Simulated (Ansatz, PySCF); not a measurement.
Spin states of COW (SMILES [O+]#[C-]->[W]), each relaxed with B3LYP-D3(BJ)/def2-TZVP.
State 1 (charge 0, multiplicity 5):
```xyz
3

W     -1.07159    -0.85690    -0.97711
O      0.88958     0.75691     0.78638
C      0.14884     0.14736     0.12030
```
State 2 (charge 0, multiplicity 7):
```xyz
3

W     -1.123    -0.991    -0.989
O      0.924     0.604     0.884
C      0.166     0.434     0.035
```

Singlets are restricted, other states unrestricted; no spin–orbit coupling, no relativity up to Kr; see below for the cores. The largest T1 diagnostic is 0.049.

Correlated levels freeze the inner cores; with def2 sets outer-core shells near the valence are correlated too.

Programs: Ansatz (a first-principles code); PySCF for the dispersion terms.  In def2 rows elements past Kr take small-core potentials, without spin–orbit coupling.

**Question.** Give the energy of the multiplicity-7 state less that of the multiplicity-5 state at the level B3LYP-D3(BJ)/def2-TZVPP.

**Answer.** 0.53 eV

**Question.** What energy of the multiplicity-7 state less that of the multiplicity-5 state does B2PLYP-D3(BJ)/def2-TZVPP give?

**Answer.** 0.48 eV

**Question.** Give the energy of the multiplicity-7 state less that of the multiplicity-5 state at the level CAM-B3LYP/def2-TZVPP.

**Answer.** 0.45 eV

Doubts at one or more of the structures used: a spin-contaminated determinant (B2PLYP-D3(BJ)/def2-TZVPP).
